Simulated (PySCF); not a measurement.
Structure problem from calculated spectra and properties.

Formula: C4H9ClSi2.

- Rotational structure: rotational constants A, B, C: 3.466, 0.726, 0.656 GHz [GFN2-xTB]
- Dipole: 1.82 D [PBE0/def2-SVPD]
- NMR, other nuclei: isotropic shieldings of nuclei other than C and H, by class: 382 (1 Si), 386 (1 Si), 1070 (1 Cl) ppm [GIAO PBE0/pcSseg-1]
- UV, strongest line: among the 8 lowest singlet transitions: S4 at 6.77 eV (183 nm, f = 0.030) [TDDFT PBE0/def2-SVPD]
- 1H NMR: chemical shifts (computed TMS as zero) by class: 6.10 (2 H), 5.30 (2 H), 4.57 (1 H), 1.97 (2 H), 1.79 (2 H) ppm [GIAO PBE0/pcSseg-1]
- Triplet: lowest triplet excitation (Tamm–Dancoff): 4.42 eV [TDA PBE0/def2-SVPD]
- UV, first state: lowest singlet excitation: 5.57 eV (223 nm, f = 0.001) [TDDFT PBE0/def2-SVPD]
- Polarisability: 111.6 au [PBE0/def2-SVPD]
- 13C NMR: chemical shifts (computed TMS as zero) by class: 138.6 (2 C), 18.6 (2 C) ppm [GIAO PBE0/pcSseg-1]

Electronic properties: PySCF, gas phase, density fitting. Levels stand in brackets. Isolated species at its GFN2-xTB geometry (one conformer only). NMR values are class means; diastereotopic atoms form classes of their own.

Question: Give a SMILES that accounts for the data.

Answer: Numbering: `[Cl:1][SiH2:2][SiH:3]1[CH2:4][CH:5]=[CH:6][CH2:7]1`. Its formula, C4H9ClSi2, gives 2 degrees of unsaturation: 1 ring and 1 π bond in the structure found. 4 carbons fall into 2 classes; from least to most shielded: alkene CH carbon [C5/C6] (138.6 ppm, 2 C), ring sp3 carbon bound to silicon [C4/C7] (18.6 ppm, 2 C). Hydrogen classes from least to most shielded: 2 H on 2 alkene CH carbons, C5/C6 (6.10 ppm), 2 H on a chlorine-bound silicon, Si2 (5.30 ppm), 1 H on an SiH silicon, Si3 (4.57 ppm), 2 H on 2 like atoms (sp3 carbon bound to silicon), C4/C7 (1.97 ppm), 2 H on 2 like atoms (sp3 carbon bound to silicon), C4/C7 (1.79 ppm). The other shieldings belong to: 382 ppm, chlorine-bound silicon [Si2]; 386 ppm, SiH silicon [Si3]; 1070 ppm, silicon-bound chlorine [Cl1]. S1 is mainly HOMO→LUMO (weight 0.97); the largest Löwdin shares of the orbital it empties are 0.31 on each of 2 atoms of one kind (alkene CH carbon) and 0.08 on each of 2 atoms of one kind (sp3 carbon bound to silicon), of the orbital it fills 0.30 on the chlorine-bound silicon, 0.19 on the SiH silicon, 0.16 on the silicon-bound chlorine and 0.07 on an Si–H hydrogen. The optimised geometry has point group C1 and is an asymmetric top. Structure: `Cl[SiH2][SiH]1CC=CC1`. Computed isomers that give other values at the same levels: `C[C@@H](Cl)[SiH2]C#C[SiH3]` (13C chemical shifts (computed TMS as zero) by class: 116.9 (1 C), 114.9 (1 C), 46.9 (1 C), 24.2 (1 C) ppm); `ClC1=C[SiH2][SiH2]CC1` (13C chemical shifts (computed TMS as zero) by class: 165.8 (1 C), 121.3 (1 C), 38.5 (1 C), 9.3 (1 C) ppm); `[SiH3][SiH2][C@H]1C=C(Cl)C1` (13C chemical shifts (computed TMS as zero) by class: 143.4 (1 C), 140.9 (1 C), 43.2 (1 C), 24.5 (1 C) ppm). The assignments are read from this structure; whether some other isomer fits the data as well wasn't checked.
